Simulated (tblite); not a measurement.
Compound: C₈H₁₃P.
Z-matrix (Å and degrees, GFN2-xTB geometry), rows numbered from 1:
```
C 
P   1  1.7072
C   2  1.8332  1  108.00
C   3  1.5211  2  113.47  1  -170.58
C   2  1.7927  1  108.19  3  -115.01
C   5  1.3265  2  124.37  1  -123.92
C   6  1.4929  5  126.76  2    -3.64
C   7  1.4932  6  116.94  5    -4.27
C   8  1.3297  7  125.84  6    -1.40
H   1  1.0891  2  111.12  3   179.39
H   1  1.0893  2  111.14  3   -56.19
H   3  1.0945  2  107.05  1    66.64
H   3  1.0940  2  105.65  1   -47.82
H   4  1.0886  3  110.51  2    59.92
H   4  1.0884  3  110.61  2   -59.79
H   4  1.0888  3  110.42  2  -179.96
H   5  1.0842  2  114.05  1    50.53
H   6  1.0859  5  119.39  2   176.36
H   7  1.0985  6  108.14  5   118.80
H   7  1.0981  6  108.45  5  -127.30
H   8  1.0851  7  114.16  6  -178.36
H   9  1.0865  2  114.82  1   -60.35
```

Method: GFN2-xTB as coded in tblite; computed harmonic values from a numerical Hessian at the method's own geometry, unscaled. Errors from tens to a few hundred cm⁻¹ against measured bands are possible. One conformer, not necessarily the lowest.

Harmonic wavenumbers (cm⁻¹): 44.2, 56.1, 133.7, 140.3, 178.3, 189.9, 241.4, 285.2, 323.4, 357.4, 361.3, 420.5, 474.6, 617.8, 656.4, 688.9, 718.5, 727.4, 758.5, 777.5, 816.9, 901.4, 902.5, 918.5, 923.8, 943.0, 968.9, 977.9, 1004.1, 1040.0, 1075.7, 1151.7, 1163.5, 1173.7, 1204.9, 1248.0, 1302.8, 1331.3, 1349.1, 1394.3, 1405.1, 1432.6, 1434.0, 1491.7, 1497.6, 1655.0, 1686.3, 2882.9, 2919.5, 2929.9, 2944.3, 2951.7, 2968.9, 2991.1, 3008.0, 3017.5, 3020.2, 3022.9, 3024.2, 3031.5.

A = 1883, B = 1196, C = 1063 MHz; mass 140.075 u (most abundant isotopes); point group C1, symmetry number 1.

Problem. What is the zero-point energy?

Solution. ½Σν̃ = 39629 cm⁻¹ = 474.07 kJ/mol.

Problem. What is S at 298.15 K and 1 bar for an ideal gas of classical rigid rotors and harmonic oscillators?

Solution. Translation 170.49, rotation 122.53, vibration 134.69: S = 427.7 J/(mol K).

Problem. And Cp and H(298.15 K) − H(0)?

Solution. Cp = 180.31 J/(mol K), of which vibrations give 147.05 (their classical limit is 60 R = 498.9); H(298.15 K) − H(0) = 31.41 kJ/mol without the zero-point energy, 21.49 from vibrations.

Problem. What must be added to the electronic energy to get the Gibbs energy at 298.15 K and 1 bar?

Solution. ZPE + [H(298.15 K) − H(0)] − T·S = 474.07 + 31.41 − 127.52 = 377.96 kJ/mol.

Problem. Which modes carry the vibrational entropy at 298.15 K?

Solution. 44.2 cm⁻¹: 21.18; 56.1 cm⁻¹: 19.20; 133.7 cm⁻¹: 12.10; 140.3 cm⁻¹: 11.71; 178.3 cm⁻¹: 9.82; 189.9 cm⁻¹: 9.33 J/(mol K); the other 54 give 51.35 together.

Problem. Blend soft modes into free rotors: weight 1/[1 + (100 cm⁻¹/ν̃)⁴] for the oscillator and the rest for a rotor with moment μB/(μ + B), μ = h/(8π²ν), B = 10⁻⁴⁴ kg m². What vibrational entropy results?

Solution. 124.15 J/(mol K) in place of 134.69, which changes −T·S at 298.15 K by +3.14 kJ/mol.

Hindered rotation and anharmonicity are outside this model. Other conformers, if any are populated, would add a mixing term that is left out. The structure is chiral; the term R ln 2 for an equal mix with its mirror image is left out.
